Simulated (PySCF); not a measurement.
# Calculated NMR data

Calculated, not measured (PySCF): NMR shieldings at PBE0/pcSseg-1/GIAO, structure optimised with GFN2-xTB. A single conformation, no solvent, equivalent nuclei averaged, no relativistic terms.

Shifts are taken against calculated references (same method and geometry level): TMS for $^{1}$H and $^{13}$C. Splittings of carbon signals by F and P are missing where no couplings were computed. Where no couplings were computed, multiplicities follow the n + 1 count of equivalent neighbours, and m marks all less simple cases (inequivalent or close neighbours, rings, F or P nearby). Shifts are as computed. Against solution values, carbons near 30 ppm lie about +3 ppm off and those near 130 ppm about +5 ppm (rms about the fit 2.1 ppm; single classes can miss by 10 ppm). Of 1328 compounds with measured shifts, 309 miss one by over three times the rms of a fit or turn the order of signals round; such compounds aren't used in these exercises. Signals without a measured value on file couldn't be tested in this way; 1H shifts scatter by 0.2 ppm about their fit, and single ones miss by 0.5 ppm.

Compound 1 (CH$_{10}$Si$_{3}$). $^{1}$H NMR (500 MHz, computed): δ 4.07 (m, 2H), 3.50 (m, 3H), 3.34 (m, 2H), 0.18 (t, 3H). $^{13}$C{$^{1}$H} NMR (computed): δ -8.2 (CH3). Structure: `[SiH2]([SiH2]C)[SiH3]`.

Compound 2 (C$_{5}$H$_{6}$O$_{2}$). $^{1}$H NMR (500 MHz, computed): δ 8.01 (m, 1H), 7.10 (m, 1H), 6.36 (m, 1H), 6.34 (m, 1H), 5.17 (m, 1H), 4.91 (m, 1H). $^{13}$C{$^{1}$H} NMR (computed): δ 168.2, 149.4, 143.1, 135.8, 102.4. Structure: `C=COC(=O)C=C`.

Compound 3 (C$_{4}$H$_{7}$FO$_{2}$). $^{1}$H NMR (500 MHz, computed): δ 6.87 (m, 1H), 4.17 (s, 3H), 3.64 (s, 3H). $^{13}$C{$^{1}$H} NMR (computed): δ 161.3, 128.0, 58.8, 54.3. Structure: `InChI=1S/C4H7FO2/c1-6-4(3-5)7-2/h3H,1-2H3`.
